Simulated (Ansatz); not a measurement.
Cost and result for the atomization energy of C₂H₆BBrSi (`C[Si@H]1B[C@@H]1Br`) (11 atoms, 11 bonds).

Cartesian coordinates in Å:
```
C 1.5987 -0.6862 -0.3252
Si 0.4177 0.7117 0.0302
B -1.3540 1.0503 -0.5907
C -1.4459 -0.1765 0.2172
Br -2.8126 -0.5590 1.5091
H 1.8813 -1.2097 0.5908
H 2.5101 -0.2705 -0.7646
H 1.1778 -1.4012 -1.0336
H 1.0172 1.6464 1.0228
H -2.0517 2.0079 -0.6453
H -0.9387 -1.1132 -0.0106
```

Charge 0, multiplicity 1. Correlated methods include outer-core shells of Br, which these sets cover unevenly. Scalar relativity is left out up to krypton. Geometry: relaxed with PBE0-D4/def2-TZVP. Program: Ansatz. All runs use 4 threads of an AMD EPYC 9R45 on a shared host. Times are those of one run each, without the atoms' runs, and a repeat can differ threefold. Electronic energies, without spin–orbit coupling; frozen cores. CCSD(T)/CBS adds CCSD(T) − MP2 in def2-TZVPP to the MP2 limit, and its time is that of the two runs behind it. T1 = 0.012. With those shells the extrapolation isn't a true limit. B3LYP takes the VWN-RPA correlation (the form of Gaussian; ORCA's B3LYP/G).

CCSD(T)/CBS is a level of theory with its own doubt, some kJ/mol a heavy atom from the limit and from the frozen cores, so smaller differences don't rank the functionals.

```tsv
level	functions	wall time
PBE-D4/def2-TZVPP (with forces)	267	1.4 s
PBE0-D4/def2-TZVPP	267	1.6 s
r2SCAN-D4/def2-TZVPP (with forces)	267	2.2 s
B3LYP-D4/def2-TZVPP (with forces)	267	2.7 s
B2PLYP/def2-TZVPP	267	3 s
ωB97X-V/def2-TZVPP	267	3.9 s
ωB97M-V/def2-TZVPP (with forces)	267	6.5 s
MP2/def2-QZVPP	510	13 s
CCSD(T)/def2-TZVPP	267	93 s
CCSD(T)/CBS(def2)	–	110 s
```

Problem. What atomization energy does each give, and how far from CCSD(T)/CBS? (Estimate.)

Solution. The calculation gave: 
```csv
level,atomization (kJ/mol),difference from CCSD(T)/CBS,per bond
PBE-D4/def2-TZVPP (with forces),3904.7,97.3,8.8
PBE0-D4/def2-TZVPP,3850.4,43.0,3.9
r2SCAN-D4/def2-TZVPP (with forces),3853.8,46.4,4.2
B3LYP-D4/def2-TZVPP (with forces),3812.8,5.4,0.5
B2PLYP/def2-TZVPP,3769.8,-37.6,-3.4
ωB97X-V/def2-TZVPP,3820.0,12.6,1.1
ωB97M-V/def2-TZVPP (with forces),3823.2,15.8,1.4
MP2/def2-QZVPP,3829.7,22.3,2.0
CCSD(T)/def2-TZVPP,3711.2,-96.2,-8.7
CCSD(T)/CBS(def2),3807.4,0.0,0.0
```

In def2-TZVPP, CCSD(T) changes the Hartree–Fock value by +899.4 kJ/mol (the triples alone add +64.1 kJ/mol) and MP2 by +961.5 kJ/mol; breaking electron pairs costs correlation energy, which Hartree–Fock lacks. From PBE to PBE0 (25 % exact exchange), in def2-TZVPP and without D4, the atomization energy moves by −50.5 kJ/mol: exact exchange takes away binding that semilocal exchange gives to molecules. The D4 term adds +41.4 kJ/mol with B3LYP and +21.7 kJ/mol with PBE0; it sums over pairs of atoms, weighted by their polarisabilities, and B3LYP, whose exchange is more repulsive, gets the larger term.
